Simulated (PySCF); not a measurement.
# Excitation energy of Xe⁺ by level of theory

Xe⁺ [Kr] 4d10 5s2 5p5 (2P) → Xe⁺ [Kr] 4d10 5s1 5p6 (2S), as a difference of total energies. Computed with PySCF 2.14 in x2c-QZVPPall (13s9p7d4f1g, 112 functions), with scalar relativity by spin-free X2C-1e. Correlated levels: valence: [Kr] 4d10 frozen; valence and next inner shell: [Ar] 3d10 frozen. The calculations carry no spin-orbit coupling.

```
                                method  excitation energy (eV)  error (eV)
                                   UHF                  14.900      +4.069
                                   LDA                  12.090      +1.259
                                   PBE                  12.107      +1.276
                                  PBE0                  12.815      +1.984
                                r2SCAN                  12.560      +1.729
                               wB97M-V                  13.024      +2.193
                                   M06                  12.581      +1.750
                             BHandHLYP                  13.497      +2.666
                                  ROHF                  14.872      +4.041
                         MP2 (valence)                  12.898      +2.067
                     SCS-MP2 (valence)                  12.671      +1.840
    MP2 (valence and next inner shell)                  12.218      +1.387
SCS-MP2 (valence and next inner shell)                  12.099      +1.268
```

Reference: 10.831 eV (measured; NIST levels, between the centres of gravity of the two terms).

Errors of the correlated levels include the incompleteness of this basis and the frozen core.

Every method misses the reference by a wide margin, which points to the basis or the choice of state and not to the methods.
